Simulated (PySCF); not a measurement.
CH2F, SMILES [CH2]F, multiplicity 2.

The structure is a stationary point at PBE0-D3(BJ)/def2-TZVPD. The isomer is the one that the SMILES or the coordinates give; other isomers of the formula were not compared.

Computed with PySCF with TDA-LC-ωPBE/def2-TZVPD.

Vertical excitations. 

Computed UV-visible absorptions:
```
state    energy (eV)  λ (nm)      f                                                                                          main pairs
-------  -----------  ------  -----  --------------------------------------------------------------------------------------------------
root 1          5.99     207  0.025                                                                                    α HOMO→LUMO 83 %
root 2          6.45     192  0.001                                                              α HOMO→LUMO+1 61 %, α HOMO→LUMO+4 22 %
root 3          6.52     190  0.000                                                                                    β HOMO→LUMO 93 %
root 4          7.50     165  0.001                                                                                  α HOMO→LUMO+2 91 %
root 5          8.17     152  0.026                                          α HOMO→LUMO+3 56 %, α HOMO→LUMO+6 19 %, α HOMO→LUMO+4 12 %
root 6          8.33     149  0.011                       α HOMO→LUMO+3 34 %, α HOMO→LUMO+4 24 %, α HOMO→LUMO+6 21 %, α HOMO→LUMO+1 5 %
root 7          9.11     136  0.049                                          α HOMO→LUMO+6 44 %, α HOMO→LUMO+1 24 %, α HOMO→LUMO+4 20 %
root 8          9.18     135  0.014                                                                                  α HOMO→LUMO+5 85 %
root 9          9.55     130  0.036                                                                                  β HOMO−1→LUMO 84 %
root 10         9.84     126  0.009  α HOMO−1→LUMO 24 %, α HOMO→LUMO+7 23 %, α HOMO−1→LUMO+4 5 %, β HOMO→LUMO+1 27 %, β HOMO→LUMO+5 6 %
```
Unrestricted roots are not spin-pure.
